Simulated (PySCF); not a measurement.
```xyz
6
charge 0 multiplicity 2, angstrom
Se    0.0000    0.0000   -0.0202
H     0.0000    0.0000    1.4530
H     1.6264    0.0000    0.0368
H     0.0000    1.6264    0.0368
H    -1.6264    0.0000    0.0368
H     0.0000   -1.6264    0.0368
```

Level of theory: UPBE0 in PySCF with Se def2-TZVP, H def2-TZVP; no relativity; density-fitted integrals.

This geometry of SeH5 is a stationary point at this level.

Task: What is the point group?

Result: C4v.

Task: Is it a minimum?

Result: Yes: all harmonic wavenumbers are real.

Task: Which band is strongest in the infrared?

Result: 1394 cm⁻¹ (e), 2540 km/mol.

Task: What are the dipole moment and the gap between the highest occupied and lowest empty levels of either spin?

Result: 0.48 D and 2.65 eV.

Task: Give the atomic charges and bond orders.

Result: 
```json
{"atom": "Se1", "Mulliken": "-0.04", "Löwdin": "0.09", "polar tensor": "1.44", "spin (Mulliken)": "0.11", "Mayer order to Se1": "–"}
{"atom": "H2", "Mulliken": "0.19", "Löwdin": "0.07", "polar tensor": "-0.04", "spin (Mulliken)": "0.02", "Mayer order to Se1": "0.88"}
{"atom": "H3,4,5,6", "Mulliken": "-0.04", "Löwdin": "-0.04", "polar tensor": "-0.35", "spin (Mulliken)": "0.22", "Mayer order to Se1": "0.72"}
```

This need not be the most stable arrangement of these atoms.
